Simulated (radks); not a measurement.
Results of a calculation; reference values are marked as such.
Ionisation of the nitrogen ion N3+, [He] 2s2, to N4+, [He] 2s1, under several functionals. Dirac Kohn-Sham, spin-unpolarised, spherical densities, point nucleus; a radial shooting solver on a logarithmic mesh with Libxc functionals.

| functional | E(N3+) (hartree) | Exc (hartree) | IE (eV) | -e(HOMO) (eV) | <r> HOMO (bohr) | IE error (eV) |
|---|---|---|---|---|---|---|
| PW91 | -51.19434 | -5.21409 | 77.899 | 68.205 | 1.105 | +0.426 |
| revPBE | -51.22508 | -5.24731 | 77.842 | 68.162 | 1.105 | +0.368 |
| exchange-only B88 | -51.10526 | -5.12386 | 76.940 | 67.173 | 1.106 | -0.533 |
| B86b exchange with PBE correlation | -51.20713 | -5.22785 | 77.905 | 68.203 | 1.104 | +0.432 |
| exchange-only PBE | -51.06444 | -5.08025 | 76.892 | 67.120 | 1.108 | -0.581 |

NIST Atomic Spectra Database: 77.474 eV (measured). Closest: revPBE. The Delta-SCF values span 1.01 eV, the total energies 0.16 hartree. The highest occupied level is 2s1/2. Spin polarisation and multiplet splitting are left out, so open shells lie too high by an amount that depends on their filling.

Beside tabulated values, note that spin-unpolarised runs miss the spin-polarisation part of the exchange energy of open shells.
